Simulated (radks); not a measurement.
The numbers below are computed, except where a source is named.
Kr+, configuration [Ar] 3d10 4s2 4p5 (the NIST ground configuration).

Level of theory: Dirac Kohn-Sham, PBEsol, spin-unpolarised, spherical densities, point nucleus; open shells are shared between the two j in proportion to 2j + 1 (a radial shooting solver on a logarithmic mesh with Libxc functionals).

Energy parts (eV):
| part | energy |
|---|---|
| total | -75869.909 |
| kinetic | 77907.208 |
| electron-nucleus | -182975.883 |
| Hartree | 31768.017 |
| exchange-correlation | -2569.251 |

Orbitals (lengths in bohr, moments of r in powers of bohr; <r^-3> diverges for s and p1/2):
\begin{tabular}{lrrrrrr}
orbital & occ. & eigenvalue (eV) & <r> & <r^-3> & <r^4> & small-component weight \\ \hline
1s1/2 & 2 & -14155.09 & 0.04150 & - & 0.00001388 & 1.71e-02 \\
2s1/2 & 2 & -1874.194 & 0.1833 & - & 0.002727 & 3.39e-03 \\
2p1/2 & 2 & -1695.243 & 0.1574 & - & 0.001865 & 3.39e-03 \\
2p3/2 & 4 & -1641.473 & 0.1614 & 1427 & 0.002026 & 3.30e-03 \\
3s1/2 & 2 & -275.3032 & 0.5305 & - & 0.1660 & 8.29e-04 \\
3p1/2 & 2 & -212.1355 & 0.5337 & - & 0.1875 & 7.78e-04 \\
3p3/2 & 4 & -204.2177 & 0.5442 & 212.1 & 0.2024 & 7.55e-04 \\
3d3/2 & 4 & -94.0314 & 0.5533 & 27.62 & 0.3030 & 6.37e-04 \\
3d5/2 & 6 & -92.7276 & 0.5572 & 26.66 & 0.3115 & 6.30e-04 \\
4s1/2 & 2 & -33.9698 & 1.537 & - & 11.46 & 1.37e-04 \\
4p1/2 & 1.66667 & -20.0320 & 1.802 & - & 23.76 & 1.01e-04 \\
4p3/2 & 3.33333 & -19.3092 & 1.839 & 19.41 & 25.78 & 9.72e-05 \\
\end{tabular}

The highest occupied level is 4p3/2 at -19.309 eV. For comparison, the ionisation energy in NIST's Atomic Spectra Database is 24.360 eV (measured). In exact Kohn-Sham theory the highest level is minus the ionisation energy, but local and semilocal functionals leave it too shallow, through self-interaction and a potential that decays too fast; potentials with the right tail come closer.

Beside tabulated values, note that spin-unpolarised runs miss the spin-polarisation part of the exchange energy of open shells.
